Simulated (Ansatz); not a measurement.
`C[S][GeH3]` + `CC(N)S` → `CSC(C)N` + `[SH][GeH3]`  (substitution at a C–S bond)

Isolated molecules relaxed with PBE0-D4/def2-TZVP in Ansatz; ΔE leaves out vibrations. CCSD(T)/CBS is the MP2 limit (def2-TZVPP, def2-QZVPP) plus CCSD(T) − MP2 in def2-TZVPP, frozen cores. DFT in def2-TZVPP. B3LYP here is the variant with VWN-RPA as its local correlation; programs differ in this. For Ge outer-core shells are correlated without core-valence functions, which leaves a few kJ/mol of doubt a bond. Scalar relativity is left out up to krypton. One conformer a species, not always the lowest.

`C[S][GeH3]`:

Cartesian coordinates in Å:
```
C 0.811 1.303 0.232
S 0.968 -0.075 -0.936
Ge -0.756 -1.295 -0.277
H -0.138 1.824 0.106
H 1.623 1.996 0.010
H 0.915 0.963 1.263
H -0.785 -2.535 -1.177
H -2.057 -0.485 -0.421
H -0.580 -1.696 1.200
```

`CC(N)S`:

Cartesian coordinates in Å:
```
C 0.768 0.477 -0.594
C -0.421 0.134 0.286
N -1.267 -0.933 -0.197
S 0.099 -0.404 1.956
H 1.343 1.316 -0.194
H 1.435 -0.384 -0.686
H 0.418 0.756 -1.592
H -1.054 1.017 0.408
H -0.712 -1.751 -0.425
H -1.765 -0.645 -1.030
H 1.157 0.416 2.067
```

`CSC(C)N`:

Cartesian coordinates in Å:
```
C -1.182 1.748 -0.680
S -0.573 0.970 0.818
C 0.079 -0.604 0.118
C 0.544 -1.440 1.292
N 1.129 -0.476 -0.853
H -0.374 1.979 -1.377
H -1.932 1.126 -1.173
H -1.652 2.687 -0.385
H -0.770 -1.093 -0.371
H 1.375 -0.950 1.807
H -0.262 -1.588 2.013
H 0.889 -2.411 0.934
H 0.818 0.018 -1.679
H 1.914 0.034 -0.464
```

`[SH][GeH3]`:

```xyz
6

S     0.845    1.033    1.088
Ge   -0.274   -0.083   -0.477
H     0.992   -0.031    1.894
H    -1.575   -0.659    0.102
H     0.590   -1.218   -1.048
H    -0.579    0.959   -1.559
```

(1) Is it downhill or uphill in electronic energy at CCSD(T)/CBS, and by how much? (Best estimate.)

(2) What do these levels give: r2SCAN-D4, PBE0-D4, B3LYP-D4, ωB97M-V, B2PLYP, PBE, B3LYP, HF/def2-TZVPP, SCS-MP2/def2-TZVPP, HF/def2-QZVPP, SCS-MP2/def2-QZVPP, MP2/CBS(def2)? (An estimate is asked.)

Largest T1 diagnostic among the species: 0.011.

Results:

(1) The calculation gave: Downhill: ΔE = -20.1 kJ/mol.

(2) The calculation gave: r2SCAN-D4 -24.3, PBE0-D4 -22.3, B3LYP-D4 -21.3, ωB97M-V -21.5, B2PLYP -21.2, PBE -22.5, B3LYP -20.7, HF/def2-TZVPP -17.9, SCS-MP2/def2-TZVPP -20.4, HF/def2-QZVPP -18.1, SCS-MP2/def2-QZVPP -20.1, MP2/CBS(def2) -21.1 kJ/mol.

In def2-TZVPP, CCSD(T) changes the Hartree–Fock value by −3.1 kJ/mol (the triples alone add −0.8 kJ/mol) and MP2 by −4.1 kJ/mol.
